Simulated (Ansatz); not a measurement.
Ansatz (a program for electronic structure) input (MP2/6-31G* with LANL2DZ past Ar): The .json file joins the Basis Set Exchange's 6-31G* for atoms up to Ar and LANL2DZ past it.

Ansatz 0.2 input:
```yaml
crystal:
  periodic: [false, false, false]
  atoms:
    - {symbol: Cs, position_ang: [-0.00000000, -0.00000000, -0.69879311]}
    - {symbol: Cl, position_ang: [0.00000000, 0.00000000, 2.26080125]}
basis:
  gaussian:
    orbitals: 6-31Gs+LANL2DZ.json
total_charge: 1
magnetization: {spin_polarized: true, initial_magnetization: 1}
correlation: {method: mp2, electrons: outside_noble_gas}
```

Predict the final energy.

-479.00731 Eh.
